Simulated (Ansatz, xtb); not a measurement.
## Two isomers of C3H3BFNO

Structure I: `Bc1ocnc1F`, a singlet. Structure II: `Bc1cnc(F)o1`, a singlet. Both are isolated molecules in the gas phase, relaxed with B3LYP-D3(BJ)/def2-SVP; the shapes shown needn't be the lowest conformers.

I (Å):

```yaml
atoms:
  - { symbol: C, position_ang: [-1.6286, 0.1125, -1.9602] }
  - { symbol: C, position_ang: [-1.1686, 0.4906, 0.1384] }
  - { symbol: C, position_ang: [-0.5937, -0.6822, -1.4834] }
  - { symbol: B, position_ang: [-2.3221, 0.2521, -3.2933] }
  - { symbol: F, position_ang: [0.0760, -1.5791, -2.1619] }
  - { symbol: N, position_ang: [-0.3125, -0.4445, -0.1837] }
  - { symbol: O, position_ang: [-1.9766, 0.8759, -0.8405] }
  - { symbol: H, position_ang: [-3.2164, 1.0435, -3.4353] }
  - { symbol: H, position_ang: [-1.9564, -0.4463, -4.2020] }
  - { symbol: H, position_ang: [-1.2810, 0.9733, 1.1092] }
```

II (Å):

```yaml
atoms:
  - { symbol: C, position_ang: [-1.7468, 0.0220, -1.8713] }
  - { symbol: C, position_ang: [-1.5258, 0.7566, -0.7190] }
  - { symbol: C, position_ang: [0.2337, -0.2981, -1.0752] }
  - { symbol: B, position_ang: [-2.9238, -0.1232, -2.8079] }
  - { symbol: F, position_ang: [1.4257, -0.8108, -1.0378] }
  - { symbol: N, position_ang: [-0.2655, 0.5443, -0.2240] }
  - { symbol: O, position_ang: [-0.5360, -0.6730, -2.0740] }
  - { symbol: H, position_ang: [-2.8710, -0.8435, -3.7692] }
  - { symbol: H, position_ang: [-3.9167, 0.5095, -2.5547] }
  - { symbol: H, position_ang: [-2.2295, 1.4296, -0.2297] }
```

Quicker runs give these differences E(II) − E(I): GFN2-xTB −0.91 kcal/mol; HF/STO-3G −0.99 kcal/mol (at GFN2-xTB geometries); r2SCAN-D4/def2-SVP −0.50 kcal/mol (at GFN2-xTB geometries).

Question: Estimate E(II) − E(I) at the level CCSD(T)/def2-SVP + ΔMP2/def2-TZVPP.

Answer: Not settled: CCSD(T)/def2-SVP + ΔMP2/def2-TZVPP gives E(II) − E(I) = −1.04 kcal/mol, but this leans on the basis-set step: CCSD(T) alone gives −0.91 kcal/mol.

Level by level:

| level | geometry | E(II) − E(I) (kcal/mol) | departure from the last row (kcal/mol) | job, with rough time for the two |
| --- | --- | --- | --- | --- |
| GFN2-xTB | GFN2-xTB | −0.91 | +0.13 | optimisation, 0.2 s |
| HF/STO-3G | GFN2-xTB | −0.99 | +0.05 | single point, 0.62 s |
| r2SCAN-D4/def2-SVP | GFN2-xTB | −0.50 | +0.54 | single point, 4.5 s |
| B3LYP-D3(BJ)/def2-SVP | B3LYP-D3(BJ)/def2-SVP | −0.42 | +0.62 | optimisation, 44 s |
| HF/def2-SVP | B3LYP-D3(BJ)/def2-SVP | −2.53 | −1.49 | part of the CCSD(T) run |
| MP2/def2-SVP | B3LYP-D3(BJ)/def2-SVP | −0.96 | +0.08 | part of the CCSD(T) run |
| CCSD(T)/def2-SVP | B3LYP-D3(BJ)/def2-SVP | −0.91 | +0.13 | single point |
| CCSD(T)/def2-SVP + ΔMP2/def2-TZVPP | B3LYP-D3(BJ)/def2-SVP | −1.04 |  | single point, 63 s |

As drawn, both hold the same kinds of bond in the same numbers.

B3LYP-D3(BJ)/def2-SVP finds them nearly level. The largest departure from CCSD(T)/def2-SVP + ΔMP2/def2-TZVPP is that of HF/def2-SVP, 1.49 kcal/mol. The last row adds to CCSD(T) the change of the MP2 difference between the two basis sets, here −0.13 kcal/mol.

With thermal terms from frequencies at re-optimised GFN2-xTB minima (ideal gas, soft modes damped towards free rotors, one conformer each, 298.15 K, 1 atm): on the last row, ΔE + ΔZPE = −1.05, ΔH = −1.05, ΔG = −1.02 kcal/mol.

The correlated steps freeze 7 core orbitals. Run with Ansatz 0.2.0, xtb 6.7.1; the last row on 2 threads of AMD EPYC 7R43 64-Core Processor (Zen 3) on a shared host.
